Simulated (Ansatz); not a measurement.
A CCSD(T) single point on `[SiH3]B[CH2][InH2]`.

```yaml
crystal:
  periodic: [false, false, false]
  atoms:
    - {symbol: Si, position_ang: [-0.870945, 1.439674, -0.081450]}
    - {symbol: B, position_ang: [-0.974033, -0.551376, -0.409466]}
    - {symbol: C, position_ang: [0.201087, -1.178759, -1.061310]}
    - {symbol: In, position_ang: [1.180657, -0.590323, 0.970237]}
    - {symbol: H, position_ang: [0.367748, 1.601756, 0.821562]}
    - {symbol: H, position_ang: [-0.516516, 2.287867, -1.251794]}
    - {symbol: H, position_ang: [-1.948722, 2.092026, 0.705149]}
    - {symbol: H, position_ang: [-1.825380, -1.207042, 0.121578]}
    - {symbol: H, position_ang: [0.903152, -0.625720, -1.685040]}
    - {symbol: H, position_ang: [0.271060, -2.256481, -1.209953]}
    - {symbol: H, position_ang: [0.496734, -0.931559, 2.501476]}
    - {symbol: H, position_ang: [2.792158, -0.134963, 0.613210]}
basis:
  gaussian: {orbitals: def2-TZVPP}
correlation: {method: ccsd_t}
output: {orbitals: {seedname: orbitals}}
```

```sh
$ ansatz run in.yaml --threads 4 --pin off --events-out ev --progress --plain
```

Output of Ansatz, abridged:

```
Functional definition: HF
1707 factors; integrals over basis functions are off by at most 9.9e-4 eV
mean field evaluation 1: about -14835.2828 eV, gradient 3.4e1 eV
mean field evaluation 2: about -14835.4183 eV, gradient 3.4e1 eV
mean field evaluation 4: about -14839.1333 eV, gradient 3.8e0 eV
mean field evaluation 8: about -14839.2037 eV, gradient 2.2e-1 eV
mean field -14839.20409155 eV, -545.3306919908 hartree, gradient 1.8e-6 eV, S^2 0.000000; 0 other end points of the search recorded, 0 dependent functions left out
11 core orbitals not correlated: weight in the atoms' cores, before any rotation towards them, 1.000 or more for the frozen orbitals, at most 0.000 for the correlated occupied ones
reference -14839.20409155 eV, -545.3306919908 hartree; 16, 16 occupied and 239, 239 virtual orbitals, 1707 factors
second order -19.53190686 eV of doubles, -0.00000000 eV of singles
cycle   1  -20.11941353 eV  change   -5.9e-1 eV  update   1.1e-1
cycle   2  -20.72751055 eV  change   -6.1e-1 eV  update   3.3e-2
cycle   3  -20.81889274 eV  change   -9.1e-2 eV  update   1.6e-2
cycle   4  -20.80816165 eV  change    1.1e-2 eV  update   4.5e-3
cycle   5  -20.80691526 eV  change    1.2e-3 eV  update   2.1e-3
cycle   6  -20.80701001 eV  change   -9.5e-5 eV  update   6.7e-4
cycle   7  -20.80685445 eV  change    1.6e-4 eV  update   2.7e-4
cycle   8  -20.80693975 eV  change   -8.5e-5 eV  update   1.0e-4
cycle   9  -20.80697263 eV  change   -3.3e-5 eV  update   3.4e-5
perturbative correction -0.77426361 eV, -0.0284536627 hartree
Total energy: -14860.78532779 eV, -546.1237877943 hartree
```

It took 2.8 min on 4 threads of a server CPU on a shared host, with 6.9 GiB of host memory at the peak.

MP2 recovers 90.5 % of the CCSD(T) correlation energy and the triples give 3.6 %; T1 = 0.0142.
